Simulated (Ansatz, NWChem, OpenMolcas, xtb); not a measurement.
## Ligand exchange: HCl + KOH → H2O + KCl

Species: HCl (hydrogen chloride), singlet; KOH `[OH][K]`, singlet; H2O (water) `O`, singlet; KCl, singlet. The partners trade Cl for OH: H–Cl and K–OH bonds give way to H–OH and K–Cl.

Shapes, held fixed at every level: PBE0-D4/def2-TZVP. Programs: Ansatz 0.2.0, NWChem 7.3.0, OpenMolcas 26.06, xtb 6.7.1. A level may come from different programs for different species; with the same settings they agree closely. The zero-point and thermal change to 298 K, harmonic and unscaled (PBE0-D4/def2-TZVP), is +9.4 kJ/mol.

```tsv
level	kind	ΔH(298 K) (kJ/mol)	less CCSD(T)/def2-TZVPP
GFN1-xTB	semi-empirical	-171.5	-26.4
SPW92/def2-TZVPP	LDA	-131.4	+13.7
r2SCAN-D4/def2-TZVPP	meta-GGA	-144.9	+0.2
B3LYP/6-31G* (spherical functions)	global hybrid	-136.5	+8.6
PBE0/def2-SVP	global hybrid	-152.3	-7.2
wB97X-V/def2-TZVPP	range-separated hybrid	-145.8	-0.7
B2PLYP/def2-TZVPP	double hybrid	-141.8	+3.3
MP2/def2-SVP	perturbation theory	-142.0	+3.1
CCSD(T)/def2-TZVPP	coupled cluster or CI	-145.1	0.0
```

The highest level, CCSD(T)/def2-TZVPP, gives ΔH(298 K) = -145.1 kJ/mol; the levels span -171.5 to -131.4. The column of differences is taken from that level and isn't an error. No measured value is set beside it here. Outer-core shells of K are correlated, in sets that cover them unevenly.
